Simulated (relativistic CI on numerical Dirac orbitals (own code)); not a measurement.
Co VII: computed level list

Computed by Dirac-Coulomb-Breit CI, separate exchange-only KLI orbitals for each configuration, model QED (radiative potential, 1s self-energy scaled to tabulated hydrogen-like ionisation energies), valence Slater integrals scaled by 0.9, configuration energies shifted to the measured levels that pair with them (semi-empirical) (own radial code, finite nucleus).

CI space (outside the closed core [Ne]): 3s²3p⁶3d³, 3s²3p⁶3d²4p, 3s²3p⁵3d⁴, 3s²3p⁶3d²4s, 3s²3p⁴3d⁵, 3s3p⁶3d⁴, 3s²3p⁶3d²4d, 3s²3p⁶3d²5s, 3s²3p⁶3d²4f, 3s²3p⁶3d²5p, 3s²3p⁶3d²5d, 3s²3p⁶3d4s², 3p⁶3d⁵, 3s²3p⁶3d²5f, 3s²3p⁶3d²5g, 3s²3p⁶3d4s4p, 3s²3p⁵3d³4s, 3s²3p⁵3d³4p, 3s²3p⁶3d4p², 3s²3p⁶3d4s4d, 3s3p⁵3d⁵, 3s²3p⁵3d³4d, 3s²3p⁶3d4p4d, 3s²3p⁵3d³5s, 3s²3p⁵3d³4f. Levels of other configurations are missing.

```tsv
No.	Configuration	Term	J	E (eV)	%	Lifetime (s)	jj configuration (%)
41	3s²3p⁵3d⁴‡	⁶F°	11/2	54.9628	99	2.44e-06	3p3/2^3 3d3/2 3d5/2^3 (45)
42	3s²3p⁶3d²4p	⁴G°	5/2	55.2037	85	2.04e-10	3d3/2^2 4p1/2 (69)
43	3s²3p⁶3d²4p	⁴F°	3/2	55.3240	90	4.77e-11	3d3/2^2 4p1/2 (48)
44	3s²3p⁵3d⁴‡	⁶F°	9/2	55.3308	95	4.47e-08	3p3/2^3 3d3/2^2 3d5/2^2 (36)
45	3s²3p⁶3d²4p	⁴G°	7/2	55.3978	82	1.65e-10	3d3/2 3d5/2 4p1/2 (76)
46	3s²3p⁶3d²4p	⁴F°	5/2	55.4547	88	4.87e-11	3d3/2 3d5/2 4p1/2 (54)
47	3s²3p⁵3d⁴‡	⁶F°	7/2	55.5782	67	2.96e-10	3p3/2^3 3d3/2^2 3d5/2^2 (35)
48	3s²3p⁶3d²4p	⁴G°	9/2	55.6285	75	1.28e-10	3d5/2^2 4p1/2 (46)
49	3s²3p⁶3d²4p	⁴F°	7/2	55.6351	68	6.19e-11	3d3/2 3d5/2 4p3/2 (41)
50	3s²3p⁵3d⁴‡	⁴D°	1/2	55.6806	60	3.05e-10	3p3/2^3 3d3/2^2 3d5/2^2 (31)
51	3s²3p⁵3d⁴‡	⁶F°	5/2	55.6857	45	4.04e-10	3p3/2^3 3d3/2^2 3d5/2^2 (32)
52	3s²3p⁵3d⁴‡	⁴D°	3/2	55.6890	52	2.66e-10	3p3/2^3 3d3/2 3d5/2^3 (32)
53	3s²3p⁶3d²4p	⁴F°	9/2	55.8007	73	5.87e-11	3d3/2 3d5/2 4p3/2 (55)
54	3s²3p⁶3d²4p	²F°	5/2	55.8494	49	6.92e-11	3d3/2^2 4p3/2 (36)
55	3s²3p⁶3d²4p	⁴G°	11/2	55.9317	98	2.65e-10	3d5/2^2 4p3/2 (76)
56	3s²3p⁶3d²4p	⁴D°	7/2	55.9371	44	6.79e-11	3d5/2^2 4p1/2 (28)
57	3s²3p⁶3d²4p	⁴D°	3/2	55.9421	48	5.09e-11	3d3/2^2 4p3/2 (51)
58	3s²3p⁶3d²4p	⁴D°	1/2	55.9862	83	3.97e-11	3d3/2^2 4p3/2 (59)
59	3s²3p⁶3d²4p	²F°	7/2	56.0441	40	1.22e-10	3d5/2^2 4p1/2 (20)
60	3s²3p⁶3d²4p	⁴D°	5/2	56.0474	36	7.25e-11	3d3/2 3d5/2 4p3/2 (58)
61	3s²3p⁶3d²4p	²D°	3/2	56.1605	60	5.74e-11	3d3/2 3d5/2 4p3/2 (78)
62	3s²3p⁵3d⁴‡	⁴D°	5/2	56.1906	42	1.22e-10	3d3/2 3d5/2 4p3/2 (28)
63	3s²3p⁶3d²4p	⁴D°	7/2	56.3142	43	5.37e-11	3d5/2^2 4p3/2 (57)
64	3s²3p⁵3d⁴‡	⁶F°	3/2	56.3264	45	5.92e-10	3p3/2^3 3d3/2^2 3d5/2^2 (26)
65	3s²3p⁵3d⁴‡	⁶P°	3/2	56.3718	78	2.25e-09	3p3/2^3 3d3/2^2 3d5/2^2 (38)
66	3s²3p⁶3d²4p	²D°	5/2	56.3947	78	6.43e-11	3d5/2^2 4p3/2 (68)
67	3s²3p⁵3d⁴‡	⁶F°	1/2	56.4870	67	1.44e-09	3p1/2 3p3/2^4 3d3/2^2 3d5/2^2 (38)
68	3s²3p⁶3d²4p	²G°	7/2	56.7832	97	4.25e-11	3d3/2 3d5/2 4p3/2 (44)
69	3s²3p⁵3d⁴‡	⁶P°	5/2	56.7851	86	1.07e-08	3p3/2^3 3d3/2^2 3d5/2^2 (33)
70	3s²3p⁶3d²4p	²G°	9/2	56.9550	96	4.24e-11	3d5/2^2 4p3/2 (42)
```

Energies count from the lowest computed level; ° marks odd parity; lifetimes are radiative, by E1, M1, E2 decay to levels of this space only. Filled j subshells are mostly left out of the jj labels. ‡ marks configurations that were not tied to measured data.

The mean weight of the leading LS term, summed over parents, in these 30 levels is 69 %, and that of the leading jj configuration (from the same eigenvectors) 46 %, so LS coupling describes them better.

Configurations whose levels could be paired with our table of measured levels were shifted onto them, all but the ground configuration, by the median error of their levels; single terms can still be off by 1,000 to 2,000 cm⁻¹ or more, and rates follow the energies as ν³ (E1, M1) or ν⁵ (E2). The others borrow a shift and can be off by several thousand cm⁻¹ or more. 21 of the 24 excited levels that our extract of the measured tables holds in this range could be paired (the sources list more); they are missed by 845 cm⁻¹ on average and 2993 at most, after the shifts were fitted to these levels, and levels without a partner can miss by more. Some levels of the ground configuration have no partner and can miss by 10 % or more.

LS names give the leading component of a level, which can be under half, so a name can repeat, a term be missing and a line seem to break the LS rules.
